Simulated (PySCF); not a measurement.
C4H5Si, doublet, geometry from GFN2-xTB, with bond 10-5 at 1.4 times its length; CASCI(3,3)/6-31G (PySCF).

The PySCF input:
```python
from pyscf import gto, scf, mcscf
import numpy

mol = gto.Mole()
mol.atom = '''
    C    -0.99234661    1.09496073   -0.35614038
    C     0.28554489    1.34087140   -0.23863688
    Si    1.12141884   -0.34667843    0.21898314
    C    -0.58504643   -1.15349629    0.16062675
    C    -1.51210849   -0.23220329   -0.15114814
    H     0.78242154    2.28301249   -0.36732801
    H     1.72118786   -0.30964898    1.55102984
    H     2.03428825   -0.79977890   -0.82830472
    H    -0.84488504   -2.18601106    0.33912658
    H    -2.99194776   -0.51593793   -0.28743474
'''
mol.basis = '6-31g'
mol.spin = 1
mol.verbose = 4
mol.build()

mf = scf.ROHF(mol)
mf.kernel()
mc = mcscf.CASCI(mf, 3, 3)
mc.fix_spin_(ss=0.75)
mc.kernel()
occ = numpy.linalg.eigvalsh(mc.fcisolver.make_rdm1(mc.ci, mc.ncas, mc.nelecas))[::-1]
ss = mc.fcisolver.spin_square(mc.ci, mc.ncas, mc.nelecas)[0]
print('natural occupations', occ.round(4), ' <S^2>', round(ss, 4))
```

What the program printed (banner, timings and long lists left out):

```
PySCF version 2.14.0

[INPUT] verbose = 4
[INPUT] num. atoms = 10
[INPUT] num. electrons = 43
[INPUT] charge = 0
[INPUT] spin (= nelec alpha-beta = 2S) = 1
[INPUT] symmetry False subgroup None
[INPUT] Mole.unit = angstrom
[INPUT] Symbol           X                Y                Z      unit          X                Y                Z       unit  Magmom
[INPUT]  1 C     -0.992346610000   1.094960730000  -0.356140380000 AA   -1.875263313541   2.069175896854  -0.673007780099 Bohr   0.0
[INPUT]  2 C      0.285544890000   1.340871400000  -0.238636880000 AA    0.539601638369   2.533879714262  -0.450958346421 Bohr   0.0
[INPUT]  3 Si     1.121418840000  -0.346678430000   0.218983140000 AA    2.119174478527  -0.655127285994   0.413818160497 Bohr   0.0
[INPUT]  4 C     -0.585046430000  -1.153496290000   0.160626750000 AA   -1.105577522855  -2.179792073802   0.303540565779 Bohr   0.0
[INPUT]  5 C     -1.512108490000  -0.232203290000  -0.151148140000 AA   -2.857470916730  -0.438800623323  -0.285628588837 Bohr   0.0
[INPUT]  6 H      0.782421540000   2.283012490000  -0.367328010000 AA    1.478562424560   4.314268345061  -0.694149336781 Bohr   0.0
[INPUT]  7 H      1.721187860000  -0.309648980000   1.551029840000 AA    3.252573664326  -0.585151766951   2.931021608628 Bohr   0.0
[INPUT]  8 H      2.034288250000  -0.799778900000  -0.828304720000 AA    3.844247650921  -1.511363081206  -1.565269068485 Bohr   0.0
[INPUT]  9 H     -0.844885040000  -2.186011060000   0.339126580000 AA   -1.596601332342  -4.130962208670   0.640856357760 Bohr   0.0
[INPUT] 10 H     -2.991947760000  -0.515937930000  -0.287434740000 AA   -5.653961845406  -0.974981384975  -0.543172937286 Bohr   0.0

nuclear repulsion = 190.094596303046
number of shells = 37
number of NR pGTOs = 154
number of NR cGTOs = 59
basis = 6-31g
ecp = {}

******** <class 'pyscf.scf.rohf.ROHF'> ********
method = ROHF
initial guess = minao
damping factor = 0
level_shift factor = 0
DIIS = <class 'pyscf.scf.diis.CDIIS'>
diis_start_cycle = 1
diis_space = 8
diis_damp = 0
SCF conv_tol = 1e-09
SCF conv_tol_grad = None
SCF max_cycles = 50
direct_scf = True
direct_scf_tol = 1e-13
num. doubly occ = 21  num. singly occ = 1
Set gradient conv threshold to 3.16228e-05
init E= -443.946852475004
  HOMO = -0.117785030619392  LUMO = -0.00443045397745578  gap/eV = 3.08454
cycle= 1 E= -442.937609336104  delta_E= 1.01  |g|= 0.324  |ddm|= 2.13
  HOMO = -0.148888463278951  LUMO = 0.0601847248684788  gap/eV = 5.68917
cycle= 2 E= -443.004530876218  delta_E= -0.0669  |g|= 0.119  |ddm|= 0.624
  HOMO = -0.128712325443371  LUMO = 0.0926568139062576  gap/eV = 6.02376
cycle= 3 E= -443.013022522364  delta_E= -0.00849  |g|= 0.0507  |ddm|= 0.222
  HOMO = -0.138349705212693  LUMO = 0.0883479158257365  gap/eV = 6.16876
cycle= 4 E= -443.014506078513  delta_E= -0.00148  |g|= 0.0157  |ddm|= 0.0895
  HOMO = -0.136449086328625  LUMO = 0.0879575479168808  gap/eV = 6.10642
cycle= 5 E= -443.014604824284  delta_E= -9.87e-05  |g|= 0.00523  |ddm|= 0.0245
  HOMO = -0.138183344284823  LUMO = 0.0885774349680837  gap/eV = 6.17048
cycle= 6 E= -443.0146233398  delta_E= -1.85e-05  |g|= 0.00232  |ddm|= 0.0103
  HOMO = -0.137561149101673  LUMO = 0.0887131264848546  gap/eV = 6.15724
cycle= 7 E= -443.014625747226  delta_E= -2.41e-06  |g|= 0.00059  |ddm|= 0.00377
  HOMO = -0.137647433827704  LUMO = 0.0886423264928573  gap/eV = 6.15766
cycle= 8 E= -443.014625979123  delta_E= -2.32e-07  |g|= 0.000249  |ddm|= 0.00117
  HOMO = -0.137583496594543  LUMO = 0.0886728031381385  gap/eV = 6.15675
cycle= 9 E= -443.014626017189  delta_E= -3.81e-08  |g|= 6.09e-05  |ddm|= 0.000573
  HOMO = -0.137568944469073  LUMO = 0.0886734768231512  gap/eV = 6.15637
cycle= 10 E= -443.014626020165  delta_E= -2.98e-09  |g|= 2.55e-05  |ddm|= 0.000129
  HOMO = -0.137571342756241  LUMO = 0.0886717852721297  gap/eV = 6.15639
cycle= 11 E= -443.014626020633  delta_E= -4.68e-10  |g|= 9.15e-06  |ddm|= 4.81e-05
  HOMO = -0.137567487393788  LUMO = 0.0886724480480068  gap/eV = 6.15630
Extra cycle  E= -443.014626020712  delta_E= -7.83e-11  |g|= 5.31e-06  |ddm|= 1.66e-05
converged SCF energy = -443.014626020712

******** <class 'pyscf.mcscf.casci.CASCI'> ********
CAS (2e+1e, 3o), ncore = 20, nvir = 36
natorb = False
canonicalization = True
sorting_mo_energy = False
******** <class 'pyscf.fci.addons.SpinPenaltyFCISolver'> ********
max. cycles = 200
conv_tol = 1e-08
davidson only = True
linear dependence = 1e-12
level shift = 0.001
max iter space = 12
nroots = 1
pspace_size = 400
spin = None
Density matrix diagonal elements [1.96268289 1.         0.03731711]
CASCI converged
CASCI E = -443.021675593818  E(CI) = -2.00124563628333  S^2 = 0.7500000
natural occupations [1.9627 1.     0.0373]  <S^2> 0.75
```
